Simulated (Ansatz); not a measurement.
`C[Se]BF` + H₂ → `FB[SeH]` + CH₄ at 500 K and 1 bar (hydrogenolysis of the Se–C bond).

Calculated with Ansatz (gas phase, PBE0-D4/def2-TZVP geometries, no zero-point term in ΔE). CCSD(T)/CBS is the MP2 limit (def2-TZVPP, def2-QZVPP) plus CCSD(T) − MP2 in def2-TZVPP, frozen cores. This one scheme is used for every species. For Se outer-core shells are correlated without core-valence functions, which leaves a few kJ/mol of doubt a bond. Scalar relativity is left out up to krypton. One conformer a species, not always the lowest.

```
  species  CCSD(T)/CBS energy (Eh)  H − E (kJ/mol)  S (J/(mol·K))
`C[Se]BF`              -2565.82397           176.9          372.7
       H₂                 -1.17544            41.0          145.5
`FB[SeH]`              -2526.56401            88.4          315.6
      CH₄                -40.46206           135.6          206.8
```

H − E and S are ideal-gas, rigid-rotor, harmonic terms from PBE0-D4/def2-TZVP, for one conformer and one mirror image of each species. For small species the MP2-based limit differs from directly extrapolated CCSD(T) by up to some mEh (0.8 for H₂); such offsets cancel only in part. 1 Eh = 2625.50 kJ/mol, R = 8.31446 J/(mol·K).

**Question.** By hand: ΔE, ΔH, ΔS and ΔG.

**Answer.** ΔE = (-2526.56401) + (-40.46206) − (-2565.82397) − (-1.17544) = -0.02666 Eh = -70.0 kJ/mol. Δ(H − E) = 88.4 + 135.6 − 176.9 − 41.0 = 6.1, so ΔH = -63.9 kJ/mol. ΔS = 315.6 + 206.8 − 372.7 − 145.5 = 4.2 J/(mol·K). ΔG = -63.9 − 500 × (4.2)/1000 = -66.0 kJ/mol.

**Question.** By hand: the equilibrium constant, and the temperature at which ΔG would vanish if ΔH and ΔS stayed fixed.

**Answer.** log₁₀ K = −ΔG/(RT ln 10) = 6.9. ΔH and −TΔS have one sign here, so there is no such temperature.

The number of gas molecules stays the same, so ΔS is small and ΔH decides. A doubt of 5 kJ/mol in ΔE shifts log₁₀ K by 0.5 here. Other conformers and mirror images would add mixing entropy, several J/(mol·K) or more a flexible species. These are equilibria of isolated gas molecules and say nothing of rates. Largest T1 diagnostic: 0.012 (customary marks: 0.02 for closed shells, 0.045 for open ones).

ΔS is within the doubt of such terms, so its sign, and with it that verdict, could turn.
